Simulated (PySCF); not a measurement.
**Bonding in `O=CO[C@@H]1CCC(=S)C1`**

Species: C6H8O2S.
Atom-mapped SMILES: `[O:1]=[CH:2][O:3][C@@H:4]1[CH2:5][CH2:6][C:7](=[S:8])[CH2:9]1` (hydrogens: H10 on C2; H11 on C4; H12, H13 on C5; H14, H15 on C6; H16, H17 on C9)

Cartesian coordinates in Å at the GFN2-xTB level; atoms count from 1:
```xyz
17
C6H8O2S angstrom
O      2.9130   -0.8087   -0.8285
C      2.5339   -0.6033    0.2858
O      1.4023   -0.0252    0.6419
C      0.5281    0.4056   -0.4148
C     -0.4891    1.3724    0.1918
C     -1.5341    0.4509    0.8230
C     -1.5162   -0.7890   -0.0131
S     -2.6080   -1.9790    0.0525
C     -0.3232   -0.7647   -0.9171
H      3.0955   -0.8686    1.1978
H      1.1427    0.8457   -1.2065
H     -0.0204    2.0351    0.9160
H     -0.9336    1.9706   -0.6037
H     -1.2384    0.1796    1.8404
H     -2.5302    0.8886    0.8796
H      0.2170   -1.7121   -0.9093
H     -0.6462   -0.5860   -1.9458
```

Bond orders from the PBE0/pcSseg-1 density (PySCF). Geometry: GFN2-xTB, one conformer, isolated molecule.

(1) Where do the orders between heavy atoms depart from those drawn in the SMILES?

(2) Give the Mayer order of every bond between heavy atoms, beside its length.

Answers

(1) The largest departure is 0.216, at O3–C4 (drawn single, 0.784). Drawn single, order above 1.12: C2–O3 (1.146). Drawn single, order below 0.88: O3–C4 (0.784).

(2) 
```json
{"bond": "O1–C2", "drawn as": "double", "length (Å)": "1.195", "Mayer order": "1.946"}
{"bond": "C2–O3", "drawn as": "single", "length (Å)": "1.320", "Mayer order": "1.146"}
{"bond": "O3–C4", "drawn as": "single", "length (Å)": "1.437", "Mayer order": "0.784"}
{"bond": "C4–C5", "drawn as": "single", "length (Å)": "1.529", "Mayer order": "1.028"}
{"bond": "C5–C6", "drawn as": "single", "length (Å)": "1.530", "Mayer order": "1.005"}
{"bond": "C6–C7", "drawn as": "single", "length (Å)": "1.496", "Mayer order": "0.968"}
{"bond": "C7–S8", "drawn as": "double", "length (Å)": "1.616", "Mayer order": "1.925"}
{"bond": "C7–C9", "drawn as": "single", "length (Å)": "1.497", "Mayer order": "0.938"}
{"bond": "C9–C4", "drawn as": "single", "length (Å)": "1.532", "Mayer order": "0.993"}
```

Bonds between the same two heavy elements. C–O: lowest O3–C4 (0.784, 1.437 Å), highest O1–C2 (1.946, 1.195 Å). C–C: lowest C7–C9 (0.938, 1.497 Å), highest C4–C5 (1.028, 1.529 Å); in 6 of the 10 pairs the longer bond (by over 0.003 Å) has the higher order (by 0.02 or more).

Task: And the bonds to hydrogen?

Result: C–H: 0.92 to 0.95 (8 bonds).

Task: Sum the orders of all bonds at each heavy atom with more than one neighbour and set the sums beside the valence in the SMILES.

Result: C2 4.028 (drawn 4), O3 1.930 (drawn 2), C4 3.755 (drawn 4), C5 3.928 (drawn 4), C6 3.836 (drawn 4), C7 3.831 (drawn 4), C9 3.789 (drawn 4). Orders between atoms that aren't bonded are not in these sums.

Mayer orders depend on the basis set.
